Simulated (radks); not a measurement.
Results of a calculation; reference values are marked as such.
Task: The table gives one normalised radial function P(r) = r R(r) of W in [Xe] 4f14 5d4 6s1.5 6p0.5 (r in bohr). Level of theory: scalar-relativistic Kohn-Sham, XLYP, spin-unpolarised, spherical densities, finite nucleus; Fermi nuclear charge, rms radius 5.3658 fm (a radial shooting solver on a logarithmic mesh with Libxc functionals).

r              P
0.002078   0.0000
0.003386   0.0001
0.005471   0.0004
0.008842   0.0016
0.01429    0.0056
0.02309    0.0182
0.03762    0.0535
0.0608     0.1259
0.09825    0.2086
0.1588     0.1575
0.2566    -0.1417
0.418     -0.3203
0.6756     0.0818
1.092      0.6282
1.764      0.7185
2.851      0.4421
4.608      0.1588
7.507      0.0273
12.13      0.0016

Which n and l does it have? It may be an empty orbital.

Result: n = 5, l = 2: the number of nodes gives n - l - 1 = 2, the rise at small r (about r^(l+1), flatter next to the nucleus through relativity) gives l, and the extent must fit the shell. The curve is that of 5d. 5d: eigenvalue -5.111 eV, 2 radial nodes at r = 0.211, 0.632 bohr, <r> = 2.05 bohr, 90 % of the charge inside 3.30 bohr.
